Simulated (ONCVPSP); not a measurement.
Zr, ONCV: configuration errors across variants

Zr (Z = 40), optimised norm-conserving Vanderbilt (ONCV), made with ONCVPSP 4.0.1 (LDA (Perdew-Wang 92), fully relativistic). Core [Ar] 3d10, reference 4s2 4p6 4d2 5s1.5 5p0.5. Waves: 4s+5s: rc 2.10 bohr, ncon 4, nbas 8, qcut 7.3 1/bohr, 2 projectors; 4p+5p: rc 2.55 bohr, ncon 3, nbas 7, qcut 6 1/bohr, 2 projectors; 4d: rc 1.90 bohr, ncon 4, nbas 7, qcut 5.5 1/bohr, 2 projectors, debl 3.4 Ha. Local part: polynomial inside 1.75 bohr (lpopt 5, dvloc0 0 Ha). Core correction: Teter function fitted to the true core (icmod 2), fcfact 0.25.

Open shells are filled in proportion to 2j + 1.

All-electron excitation energies from the reference (eV): (1) 4s2 4p6 4d2 5s2 5p0 -1.537; (2) 4s2 4p6 4d2 5s1 5p0 5.808; (3) 4s2 4p6 4d2 5s0 5p0 19.043; (4) 4s2 4p6 4d2 5s0 5p1 9.615.

2 further variants failed, have other tests or another functional or relativity, and are left out.

Errors AE − PS in meV (a dash: test not solved or not reliable):

| change | (1) | (2) | (3) | (4) | bound ghosts | GHOST(+) flags above zero |
| --- | --- | --- | --- | --- | --- | --- |
| base | -0.1 | -0.2 | -2.7 | -1.2 | none | none |
| d: nbas 9 | -0.1 | -0.2 | -2.7 | -1.2 | none | none |
| core correction Teter function fitted to the true core (icmod 2), fcfact 0.72 | -0.1 | -0.2 | -2.7 | -1.2 | none | none |
| d: nproj 3 | -0.1 | -0.2 | -2.7 | -1.2 | none | none |

Problem. Give the same row for: p: ncon 5, nbas 9.

Solution. -0.1, -0.2, -2.7, -1.2; bound ghosts: none; GHOST(+) flags above zero: none.
